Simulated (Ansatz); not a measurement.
(HMg-mu-NH2)2 (Mg₂N₂H₆). Total charge 0; singlet. Geometry PBE0-D4/def2-SVP; atoms count from 1.

```xyz
10

Mg    1.388    0.124    0.535
H     2.984    0.266    1.150
N     0.433   -1.088   -0.871
Mg   -1.387   -0.122   -0.537
H    -2.982   -0.262   -1.155
N    -0.433    1.088    0.871
H     0.448   -2.094   -0.679
H     0.798   -1.043   -1.826
H    -0.798    1.036    1.827
H    -0.450    2.095    0.686
```

(1) Estimate the Mulliken populations from the PBE0/def2-TZVP orbitals of Ansatz.

(2) And the Mayer bond orders between bonded heavy atoms (over 0.3)?

Answers

(1) 
```
atom  charge (e)
 Mg1        0.68
  H2       -0.18
  N3       -1.00
 Mg4        0.68
  H5       -0.18
  N6       -1.00
  H7        0.25
  H8        0.25
  H9        0.25
 H10        0.25
```
Mulliken values and Mayer orders depend strongly on the basis.

(2) Mg1–N3 0.40 (2.09 Å); Mg1–N6 0.40 (2.09 Å); N3–Mg4 0.40 (2.09 Å); Mg4–N6 0.40 (2.09 Å).
